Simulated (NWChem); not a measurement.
System: SiHBrF₂; SMILES F[SiH](F)Br

Input file for NWChem:

```
start job
memory heap 200 mb stack 900 mb global 1100 mb
geometry units angstroms noautoz
  Si     0.378427     0.916542     0.000000
  F     -0.301484     1.583930    -1.291572
  F     -0.301484     1.583930     1.291572
  Br    -0.042581    -1.229068     0.000000
  H      1.824230     1.191942     0.000000
end
basis spherical
  * library def2-svp
end
dft
  xc xcamb88 1.00 lyp 0.81 vwn_5 0.19 hfexch 1.00
  cam 0.33 cam_alpha 0.19 cam_beta 0.46
  iterations 150
  vectors input atomic output neutral.movecs
end
task dft energy
charge 1
dft
  odft
  mult 2
  vectors input atomic output cation.movecs
end
task dft energy
```

Output (shortened):

```
             Northwest Computational Chemistry Package (NWChem) 7.3.0
             --------------------------------------------------------

 CS  symmetry detected

                             Geometry "geometry" -> ""
                             -------------------------

 Output coordinates in angstroms (scale by  1.889725989 to convert to a.u.)

  No.       Tag          Charge          X              Y              Z
 ---- ---------------- ---------- -------------- -------------- --------------
    1 Si                  14.0000     0.38446743    -0.91991324     0.00000000
    2 F                    9.0000    -0.28885309    -1.59394974    -1.29157200
    3 F                    9.0000    -0.28885309    -1.59394974     1.29157200
    4 Br                  35.0000    -0.05760272     1.22145641     0.00000000
    5 H                    1.0000     1.83290667    -1.18109369     0.00000000

 Effective nuclear repulsion energy (a.u.)     340.4751278271

      Symmetry information
      --------------------

 Group name             Cs
 Group number              2
 Group order               2
 No. of unique centers     4

                                 NWChem DFT Module
                                 -----------------

 Summary of "ao basis" -> "ao basis" (spherical)
 ------------------------------------------------------------------------------
       Tag                 Description            Shells   Functions and Types
 ---------------- ------------------------------  ------  ---------------------
 Si                         def2-svp                 8       18   4s3p1d
 F                          def2-svp                 6       14   3s2p1d
 Br                         def2-svp                12       32   5s4p3d
 H                          def2-svp                 3        5   2s1p

      Symmetry analysis of basis
      --------------------------

        a'         53
        a"         30

            General Information
            -------------------
          SCF calculation type: DFT
          Wavefunction type:  closed shell.
          No. of atoms     :     5
          No. of electrons :    68
           Alpha electrons :    34
            Beta electrons :    34
          Charge           :     0
          Spin multiplicity:     1
          Use of symmetry is: on ; symmetry adaption is: on
          Maximum number of iterations: 150
          AO basis - number of functions:    83
                     number of shells:    35
          Convergence on energy requested:  1.00D-06
          Convergence on density requested:  1.00D-05
          Convergence on gradient requested:  5.00D-04

              XC Information
              --------------
                     Hartree-Fock (Exact) Exchange  1.000
                   CAM-Becke88 Exchange Functional  1.000
                      VWN V Correlation Functional  0.190 local
              Lee-Yang-Parr Correlation Functional  0.810

           Range-Separation Parameters
           ---------------------------
           Alpha           :  0.19
           Beta            :  0.46
           Gamma           :  0.33
           Short-Range HF  :     F

             Grid Information
             ----------------
          Grid used for XC integration:  medium
          Radial quadrature: Mura-Knowles
          Angular quadrature: Lebedev.
          Tag              B.-S. Rad. Rad. Pts. Rad. Cut. Ang. Pts.
          ---              ---------- --------- --------- ---------
          Si                  1.10       88           8.0       590
          F                   0.50       49           8.0       434
          Br                  1.15      112           9.0       590
          H                   0.35       45           9.0       434
          Grid pruning is: on
          Number of quadrature shells:   294
          Spatial weights used:  Erf1

      Superposition of Atomic Density Guess
      -------------------------------------

 Sum of atomic energies:       -3059.90865460

      Non-variational initial energy
      ------------------------------

 Total energy =   -3060.612579
 1-e energy   =   -4940.117499
 2-e energy   =    1539.029793
 HOMO         =      -0.399581
 LUMO         =       0.079781

      Symmetry analysis of molecular orbitals - initial
      -------------------------------------------------

  Numbering of irreducible representations:

     1 a'          2 a"

  Orbital symmetries:

     1 a'          2 a'          3 a'          4 a'          5 a'
     6 a"          7 a'          8 a"          9 a'         10 a'
    11 a'         12 a"         13 a'         14 a"         15 a'
    16 a'         17 a'         18 a'         19 a"         20 a'
    21 a"         22 a'         23 a"         24 a'         25 a'
    26 a"         27 a'         28 a'         29 a"         30 a"
    31 a'         32 a'         33 a"         34 a'         35 a'
    36 a"         37 a'         38 a'         39 a'         40 a'
    41 a"         42 a'         43 a'         44 a'

   convergence    iter        energy       DeltaE   RMS-Dens  Diis-err
 ---------------- ----- ----------------- --------- --------- ---------
 d= 0,ls=0.0,diis     1  -3063.5280637963 -3.40D+03  1.48D-02  8.96D-01
 d= 0,ls=0.0,diis     2  -3063.5352843475 -7.22D-03  6.51D-03  1.05D+00
 d= 0,ls=0.0,diis     3  -3063.6225455552 -8.73D-02  9.53D-04  1.52D-02
 d= 0,ls=0.0,diis     4  -3063.6235844790 -1.04D-03  3.49D-04  1.44D-03
 d= 0,ls=0.0,diis     5  -3063.6237244765 -1.40D-04  8.72D-05  5.57D-05
  Resetting Diis
 d= 0,ls=0.0,diis     6  -3063.6237305917 -6.12D-06  1.59D-05  2.38D-06
 d= 0,ls=0.0,diis     7  -3063.6237308027 -2.11D-07  6.65D-06  1.58D-07

         Total DFT energy =    -3063.623730802706
      One electron energy =    -4940.540235708207
           Coulomb energy =     1670.195681032320
    Exchange-Corr. energy =     -133.754303953892
 Nuclear repulsion energy =      340.475127827073

 Numeric. integr. density =       68.000004344736

                  Occupations of the irreducible representations
                  ----------------------------------------------

                     irrep           alpha         beta
                     --------     --------     --------
                     a'               23.0         23.0
                     a"               11.0         11.0

                       DFT Final Molecular Orbital Analysis
                       ------------------------------------

 Vector   32  Occ=2.000000D+00  E=-4.347177D-01  Symmetry=a'
              MO Center=  4.3D-01, -1.0D-01, -2.9D-13, r^2= 3.6D+00
   Bfn.  Coefficient  Atom+Function         Bfn.  Coefficient  Atom+Function
  ----- ------------  ---------------      ----- ------------  ---------------
    62      0.377366  4 Br py                59      0.375109  4 Br py
    79      0.274770  5 H  s                 56     -0.246866  4 Br py
    80      0.197347  5 H  s                  8      0.165216  1 Si px
    22      0.164483  2 F  px                36      0.164483  3 F  px
    23     -0.155085  2 F  py                37     -0.155085  3 F  py

 Vector   33  Occ=2.000000D+00  E=-3.854518D-01  Symmetry=a"
              MO Center= -4.3D-02,  1.0D+00, -2.5D-12, r^2= 1.8D+00
   Bfn.  Coefficient  Atom+Function         Bfn.  Coefficient  Atom+Function
  ----- ------------  ---------------      ----- ------------  ---------------
    63      0.576553  4 Br pz                60      0.530646  4 Br pz
    57     -0.350209  4 Br pz                54      0.113775  4 Br pz
    23     -0.099308  2 F  py                37      0.099308  3 F  py
    26      0.073272  2 F  py                40     -0.073272  3 F  py
    13      0.063110  1 Si pz                15      0.050865  1 Si d -1

 Vector   34  Occ=2.000000D+00  E=-3.839269D-01  Symmetry=a'
              MO Center=  1.8D-02,  1.0D+00,  2.5D-12, r^2= 1.9D+00
   Bfn.  Coefficient  Atom+Function         Bfn.  Coefficient  Atom+Function
  ----- ------------  ---------------      ----- ------------  ---------------
    61      0.569969  4 Br px                58      0.521497  4 Br px
    55     -0.344433  4 Br px                52      0.111899  4 Br px
    79     -0.109071  5 H  s                 80     -0.103619  5 H  s
    62      0.085253  4 Br py                59      0.074839  4 Br py
    14      0.058228  1 Si d -2              56     -0.049652  4 Br py

 Vector   35  Occ=0.000000D+00  E= 6.200810D-02  Symmetry=a'
              MO Center=  4.5D-01, -4.9D-02, -9.7D-11, r^2= 3.6D+00
   Bfn.  Coefficient  Atom+Function         Bfn.  Coefficient  Atom+Function
  ----- ------------  ---------------      ----- ------------  ---------------
     4      1.054529  1 Si s                 80     -0.751633  5 H  s
    62      0.717243  4 Br py                 3      0.680982  1 Si s
    12      0.538095  1 Si py                51     -0.440023  4 Br s
    50     -0.353477  4 Br s                  2      0.337175  1 Si s
     9      0.280183  1 Si py                59      0.259932  4 Br py

 Vector   36  Occ=0.000000D+00  E= 7.454427D-02  Symmetry=a"
              MO Center=  6.0D-01, -5.9D-01,  9.8D-11, r^2= 3.3D+00
   Bfn.  Coefficient  Atom+Function         Bfn.  Coefficient  Atom+Function
  ----- ------------  ---------------      ----- ------------  ---------------
    13      1.053398  1 Si pz                21      0.369631  2 F  s
    35     -0.369631  3 F  s                 63     -0.296653  4 Br pz
    10      0.282037  1 Si pz                 7     -0.153550  1 Si pz
    60     -0.150138  4 Br pz                17     -0.126411  1 Si d  1
    22     -0.122225  2 F  px                36      0.122225  3 F  px

 Vector   37  Occ=0.000000D+00  E= 9.179025D-02  Symmetry=a'
              MO Center=  1.7D-01, -1.3D+00, -8.9D-13, r^2= 3.3D+00
   Bfn.  Coefficient  Atom+Function         Bfn.  Coefficient  Atom+Function
  ----- ------------  ---------------      ----- ------------  ---------------
    12      0.896874  1 Si py                11      0.531108  1 Si px
     4     -0.526136  1 Si s                 21      0.397501  2 F  s
    35      0.397501  3 F  s                 51     -0.278770  4 Br s
    61     -0.231574  4 Br px                27      0.201863  2 F  pz
    41     -0.201863  3 F  pz                24     -0.182372  2 F  pz

     Multipole analysis of the density
     ---------------------------------

     L   x y z        total         alpha         beta         nuclear
     -   - - -        -----         -----         ----         -------
     0   0 0 0     -0.000000    -34.000000    -34.000000     68.000000

     1   1 0 0      0.511480      0.255740      0.255740     -0.000000
     1   0 1 0      0.119652      0.059826      0.059826      0.000000
     1   0 0 1      0.000000      0.000000      0.000000      0.000000

     2   2 0 0    -29.463407    -27.314246    -27.314246     25.165084
     2   1 1 0     -1.506233      1.552664      1.552664     -4.611561
     2   1 0 1     -0.000000     -0.000000     -0.000000      0.000000
     2   0 2 0    -30.836495   -213.956859   -213.956859    397.077222
     2   0 1 1      0.000000      0.000000      0.000000      0.000000
     2   0 0 2    -32.183563    -69.705684    -69.705684    107.227806

                                 NWChem DFT Module
                                 -----------------

      Symmetry analysis of basis
      --------------------------

        a'         53
        a"         30

            General Information
            -------------------
          SCF calculation type: DFT
          Wavefunction type:  spin polarized.
          No. of atoms     :     5
          No. of electrons :    67
           Alpha electrons :    34
            Beta electrons :    33
          Charge           :     1
          Spin multiplicity:     2
          Use of symmetry is: on ; symmetry adaption is: on
          Maximum number of iterations: 150
          This is a Direct SCF calculation.
          AO basis - number of functions:    83
                     number of shells:    35
          Convergence on energy requested:  1.00D-06
          Convergence on density requested:  1.00D-05
          Convergence on gradient requested:  5.00D-04

              XC Information
              --------------
                     Hartree-Fock (Exact) Exchange  1.000
                   CAM-Becke88 Exchange Functional  1.000
                      VWN V Correlation Functional  0.190 local
              Lee-Yang-Parr Correlation Functional  0.810

           Range-Separation Parameters
           ---------------------------
           Alpha           :  0.19
           Beta            :  0.46
           Gamma           :  0.33
           Short-Range HF  :     F

             Grid Information
             ----------------
          Grid used for XC integration:  medium
          Radial quadrature: Mura-Knowles
          Angular quadrature: Lebedev.
          Tag              B.-S. Rad. Rad. Pts. Rad. Cut. Ang. Pts.
          ---              ---------- --------- --------- ---------
          Si                  1.10       88           8.0       590
          F                   0.50       49           8.0       434
          Br                  1.15      112           9.0       590
          H                   0.35       45           9.0       434
          Grid pruning is: on
          Number of quadrature shells:   294
          Spatial weights used:  Erf1

      Superposition of Atomic Density Guess
      -------------------------------------

 Sum of atomic energies:       -3059.90865460

 Renormalizing density from      68.00 to     67

      Non-variational initial energy
      ------------------------------

 Total energy =   -3032.896539
 1-e energy   =   -4867.468712
 2-e energy   =    1494.097046
 HOMO         =      -0.718534
 LUMO         =      -0.241563

   Symmetry analysis of molecular orbitals - initial alpha
   -------------------------------------------------------

  Numbering of irreducible representations:

     1 a'          2 a"

  Orbital symmetries:

     1 a'          2 a'          3 a'          4 a'          5 a"
     6 a'          7 a'          8 a"          9 a'         10 a'
    11 a"         12 a'         13 a'         14 a"         15 a'
    16 a'         17 a'         18 a"         19 a'         20 a"
    21 a'         22 a'         23 a"         24 a'         25 a'
    26 a"         27 a'         28 a'         29 a"         30 a"
    31 a'         32 a'         33 a"         34 a'         35 a'
    36 a"         37 a'         38 a'         39 a'         40 a'
    41 a"         42 a'         43 a'         44 a'

   Symmetry analysis of molecular orbitals - initial beta
   ------------------------------------------------------

  Numbering of irreducible representations:

     1 a'          2 a"

  Orbital symmetries:

     1 a'          2 a'          3 a'          4 a'          5 a"
     6 a'          7 a'          8 a"          9 a'         10 a'
    11 a"         12 a'         13 a'         14 a"         15 a'
    16 a'         17 a'         18 a"         19 a'         20 a"
    21 a'         22 a'         23 a"         24 a'         25 a'
    26 a"         27 a'         28 a'         29 a"         30 a"
    31 a'         32 a'         33 a"         34 a'         35 a'
    36 a"         37 a'         38 a'         39 a'         40 a'
    41 a"         42 a'         43 a'         44 a'

[...]
```

Level: CAM-B3LYP/def2-SVP, vertical spin-unrestricted ions. Structure relaxed at the PBE0/def2-SVP level.
